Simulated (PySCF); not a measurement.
**Radial density of Ir⁷²⁺ (iridium, charge +72)**

MN15, [He] 2s2 2p1, 2P determinant. All numbers are calculated (PySCF 2.14, no relativity, point nucleus, in an even-tempered Gaussian basis (17 s from 51 bohr⁻², ratio 2.2; 10 p from 66 bohr⁻², ratio 2.2; 5 d from 250 bohr⁻², ratio 2.4; 5 f from 370 bohr⁻², ratio 2.4; 4 g from 550 bohr⁻², ratio 2.4)).

| r (bohr) | 4πr²ρ (e/bohr) | 4πr²(ρα − ρβ) |
| --- | --- | --- |
| 0.000327 | 0.4165 | -0.0002 |
| 0.000550 | 1.138 | -0.0006 |
| 0.000925 | 3.035 | -0.0017 |
| 0.00156 | 7.776 | -0.0038 |
| 0.00262 | 18.62 | -0.0056 |
| 0.00440 | 39.80 | 0.0092 |
| 0.00741 | 70.32 | 0.1501 |
| 0.0125 | 90.29 | 0.9310 |
| 0.0210 | 69.14 | 3.9895 |
| 0.0352 | 35.49 | 10.9163 |
| 0.0593 | 41.91 | 14.1522 |
| 0.0997 | 23.14 | 5.5718 |
| 0.168 | 1.426 | 0.2845 |
| 0.282 | 0.003254 | 0.0005 |

A non-relativistic calculation at this Z misses sizeable relativistic shifts. Spin-orbit coupling, absent here, splits the open shell strongly.

Task: Where is the radial spin density 4πr²(ρα − ρβ) most negative, and why is it negative at all?

Result: Around r = 0.00262 bohr, down to -0.0056 e/bohr: exchange with the open shell polarises the paired shells in an unrestricted calculation.
